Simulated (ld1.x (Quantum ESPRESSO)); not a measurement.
Values are calculated unless marked as measured or tabulated.
**Pseudopotentials across the periodic table**

Generated with ld1.x 7.5 (TM, RRKJ, ultrasoft, PAW), atompaw 4.2 or ONCVPSP 4.0.1. The cutoff is in Ry: for ld1.x and atompaw files where the sum of valence levels is converged to 10 mRy in a Bessel basis, for ONCV files where the hardest occupied wave has 1 mHa per electron of residual kinetic energy. The error is the largest all-electron minus pseudo excitation energy over each file’s own four to seven test configurations (ionisations up to +4, promotions, holes and added fractions of an electron), all of which were solved. The labels leave out finer settings (local radius, basis sizes, second energies), which also bear on the numbers. Spin-polarised tests are not counted. The rows are a selection from randomly drawn settings: files with unsolved tests, undetermined cutoffs or missed reference levels are left out.

A true bound ghost makes a file unfit for plane-wave use even where its test errors are small: the radial tests pick states by their node count and pass the ghost by.

```tsv
element	potential	cutoff (Ry)	largest error (meV)	bound ghosts
He	TM, LDA (PZ), non-relativistic, rc 0.78/0.64 (sp), local smoothed, core correction no, reference 1s1.5	90	+7.1	none
F	PAW, PBEsol, scalar-relativistic, rc 0.70/1.35/1.10 (spd), local smoothed, core correction yes, reference 2s2 2p5	60	-12	none
K	RRKJ, PBEsol, scalar-relativistic, rc 3.80/2.25/3.05/3.40 (spdf), local s, core correction yes, reference 3p6 4s1 4p0	25	-303	none
Fe	PAW, PBE, scalar-relativistic, rc 1.40/1.35/1.35 (spd), local smoothed, core correction yes, reference 3s2 3p6 3d6 4s1.75 4p0.25	70	-23	none
Ni	TM, PBEsol, scalar-relativistic, rc 1.50/2.56/0.90 (spd), local s, core correction yes, reference 3d8 4s1 4p0	260	-546	none
Ge	PAW, PW91, scalar-relativistic, rc 1.60/2.15/2.00 (spd), local smoothed, core correction yes, reference 4s2 4p2	12	-339	none
As	ultrasoft, LDA (PZ), scalar-relativistic, rc 1.40/2.30/0.90 (spd), local smoothed, core correction no, reference 3d10 4s2 4p3	200	-408	s
Bi	TM, PBEsol, scalar-relativistic, rc 1.55/2.35 (sp), local s, core correction no, reference 6s1 6p4	35	+81	none
```

(1) Fill in the row for B: PAW, LDA (PZ), non-relativistic, rc 1.65/2.15/1.90 (spd), local smoothed, core correction yes, reference 2s2 2p1.

Answers

(1) cutoff 12 Ry, largest error -6.7 meV, bound ghosts: none.
